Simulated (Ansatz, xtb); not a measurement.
# Two structures of Al2H8N2

We compare I, `[NH2+]1[AlH2-][NH2+][AlH2-]1`, a singlet, with II, a singlet given by its coordinates. Both are isolated molecules in the gas phase, relaxed with PBE0-D4/def2-SVP.

I (Å):

```
atom    x (Å)    y (Å)    z (Å)
  Al   0.9608   0.3388  -0.9933
  Al  -0.9609  -0.3390   0.9932
   N  -1.0047   0.3370  -0.8569
   N   1.0046  -0.3366   0.8570
   H  -1.4749  -0.2785  -1.5218
   H  -1.4375   1.2555  -0.9621
   H   1.5029   1.8382  -1.0395
   H   1.4384  -0.8015  -2.0012
   H   1.4377  -1.2550   0.9626
   H   1.4745   0.2793   1.5217
   H  -1.5023  -1.8387   1.0385
   H  -1.4389   0.8006   2.0017
```

II (Å):

```yaml
atoms:
  - { symbol: Al, position_ang: [-2.5668, 0.7753, 0.5009] }
  - { symbol: Al, position_ang: [-1.6340, 2.6398, -1.2447] }
  - { symbol: N, position_ang: [-2.4363, 1.1036, 2.2499] }
  - { symbol: N, position_ang: [-3.3900, 2.2685, -0.4526] }
  - { symbol: H, position_ang: [-2.1683, 1.9842, 2.6748] }
  - { symbol: H, position_ang: [-2.3270, 0.3607, 2.9314] }
  - { symbol: H, position_ang: [-2.9979, -0.6473, -0.0471] }
  - { symbol: H, position_ang: [-4.1262, 1.9964, -1.1045] }
  - { symbol: H, position_ang: [-3.7805, 2.9944, 0.1491] }
  - { symbol: H, position_ang: [-0.9848, 3.9110, -0.5420] }
  - { symbol: H, position_ang: [-1.0915, 1.2296, -0.3982] }
  - { symbol: H, position_ang: [-1.6097, 2.3384, -2.8045] }
```

Close contacts (Å): Al1–Al2 2.72, Al1–N3 1.78, Al1–N4 1.95, Al2–N4 1.96, Al1–H7 1.58, Al1–H11 1.79, Al2–H10 1.59, Al2–H11 1.73, Al2–H12 1.59, N3–H5 1.01, N3–H6 1.01, N4–H8 1.02, N4–H9 1.02.

Question: Estimate which is lower in electronic energy at CCSD(T)/def2-SVP + ΔMP2/def2-TZVPP, and by roughly how much.

Answer: The CCSD(T)/def2-SVP + ΔMP2/def2-TZVPP calculation puts structure I lower, by 18.3 kcal/mol.

The same difference at several levels:

```csv
level,geometry,E(II) − E(I) (kcal/mol),departure from the last row (kcal/mol),"job, with rough time for the two"
PBE0-D4/def2-SVP,PBE0-D4/def2-SVP,+21.8,+3.5,"optimisation, 47 s"
HF/def2-SVP,PBE0-D4/def2-SVP,+23.0,+4.6,part of the CCSD(T) run
MP2/def2-SVP,PBE0-D4/def2-SVP,+23.1,+4.8,part of the CCSD(T) run
CCSD(T)/def2-SVP,PBE0-D4/def2-SVP,+22.7,+4.4,single point
CCSD(T)/def2-SVP + ΔMP2/def2-TZVPP,PBE0-D4/def2-SVP,+18.3,,"single point, 24 s"
```

The levels shown agree on the order. The largest departure from CCSD(T)/def2-SVP + ΔMP2/def2-TZVPP is that of MP2/def2-SVP, 4.8 kcal/mol. Levels run at GFN2-xTB geometries aren't shown. The last row adds to CCSD(T) the change of the MP2 difference between the two basis sets, here −4.4 kcal/mol, a large step that makes the value less sure.

With harmonic frequencies from PBE0-D4/def2-SVP (ideal gas, rigid rotor, one conformer each, 298.15 K, 1 atm): the zero-point term adds −1.0 kcal/mol; ΔH is +17.9 and ΔG +15.7 kcal/mol.

The correlated steps freeze 12 core orbitals. Mirror images aren't counted in ΔG. Codes used: Ansatz 0.2.0; the last row on 2 threads of Arm Neoverse V2 on a shared host.
